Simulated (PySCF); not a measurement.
Geometry (Å), atoms numbered from 1 in this order:
```xyz
19

F    -2.3705    2.3300   -0.7445
C    -1.9099    1.1216   -0.4178
C    -2.8134    0.0825   -0.2283
C    -2.3070   -1.1699    0.1095
C    -0.9350   -1.3684    0.2518
C    -0.0320   -0.3150    0.0597
C     1.4250   -0.5516    0.2206
C     2.4405    0.1909   -0.6104
C     2.3214    0.4884    0.8457
C    -0.5412    0.9454   -0.2801
H    -3.8823    0.2666   -0.3468
H    -2.9947   -2.0048    0.2637
H    -0.5537   -2.3574    0.5163
H     1.6728   -1.5912    0.4526
H     2.0588    0.9264   -1.3242
H     3.3109   -0.3668   -0.9651
H     3.1082    0.1440    1.5218
H     1.8525    1.4300    1.1456
H     0.1089    1.8076   -0.4437
```

Calculated, not measured (PySCF 2.14.0 with density-fitted response routines): PBE0-D3(BJ)/def2-SVP structure, NMR shieldings at PBE0/pcSseg-1/GIAO. One computed conformer, no solvent, relativity neglected, rapidly exchanging positions averaged.

**Question.** Predict the 2D correlation tables (HSQC, COSY, HMBC).

**Answer.** 

HSQC (one-bond C–H):
```csv
δH,δC
7.30 (H12),134.9 (C4)
7.16 (H13),128.6 (C5)
6.93 (H11),117.4 (C3)
6.28 (H19),111.7 (C10)
1.55 (H14),17.4 (C7)
1.08 (H16/H17),14.6 (C8/C9)
0.64 (H15/H18),14.6 (C8/C9)
```

COSY cross peaks (H two or three bonds apart, from the bond graph; peaks can be absent where the dihedral angle is near 90°):
```csv
δH,δH
7.30 (H12),7.16 (H13)
7.30 (H12),6.93 (H11)
1.55 (H14),1.08 (H16/H17)
1.55 (H14),0.64 (H15/H18)
1.08 (H16/H17),0.64 (H15/H18)
```

HMBC (two and three bonds, from the bond graph):
```csv
δH,δC
7.30 (H12),"171.3 (C2), 153.7 (C6), 128.6 (C5), 117.4 (C3)"
7.16 (H13),"153.7 (C6), 134.9 (C4), 117.4 (C3), 111.7 (C10), 17.4 (C7)"
6.93 (H11),"171.3 (C2), 134.9 (C4), 128.6 (C5), 111.7 (C10)"
6.28 (H19),"171.3 (C2), 153.7 (C6), 128.6 (C5), 117.4 (C3), 17.4 (C7)"
1.55 (H14),"153.7 (C6), 128.6 (C5), 111.7 (C10), 14.6 (C8/C9)"
1.08 (H16/H17),"153.7 (C6), 17.4 (C7), 14.6 (C8/C9)"
0.64 (H15/H18),"153.7 (C6), 17.4 (C7), 14.6 (C8/C9)"
```

Shifts are taken against calculated references (same method and geometry level): ¹H (31.27 ppm), ¹³C (184.41 ppm) vs TMS.

Short H···H contacts in this conformer between protons four or more bonds apart (candidates for NOE cross peaks, intensity ∝ r⁻⁶): H15···H19 2.31 Å, H13···H14 2.36 Å.

Shifts are as computed. Against solution values, carbons near 30 ppm lie about +2 ppm off and those near 130 ppm about +5 ppm. Of 1211 compounds with measured shifts, 218 miss one by over three times the rms of a fit or turn the order of signals round; such compounds aren't used in these exercises.
